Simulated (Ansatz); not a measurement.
**Question.** Name a neutral molecule of Al, Ge, N, Si and H with size of the dipole moment (ωB97M-V/def2-TZVPP) between 0.70 and 1.00 D and HOMO energy (ωB97M-V/def2-TZVPP) between -9.45 and -9.15 eV (Ansatz, PBE0-D4/def2-TZVP geometry).

**Answer.** `[AlH2][NH][SiH2][GeH3]` (0.98 D, -9.42 eV). Other molecules can fit too; these were computed, each in one conformer that needn't be the lowest.
